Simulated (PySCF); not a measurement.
```xyz
6

F     -1.1699     1.2741     0.0696
C     -0.6969     0.0349     0.0710
C      0.5912    -0.2472     0.1532
Cl     1.8148     0.9388     0.2679
H     -1.4647    -0.7260    -0.0014
H      0.9254    -1.2746     0.1504
```

Charge 0, multiplicity 1.

Problem. Give the Mulliken and meta-Löwdin atomic charges from PBE0-D4/def2-TZVP (PySCF).

Solution. 
| atom | Mulliken (e) | meta-Löwdin (e) |
|---|---|---|
| F1 | -0.17 | -0.25 |
| C2 | 0.05 | 0.16 |
| C3 | -0.11 | -0.19 |
| Cl4 | -0.07 | -0.02 |
| H5 | 0.13 | 0.14 |
| H6 | 0.16 | 0.15 |
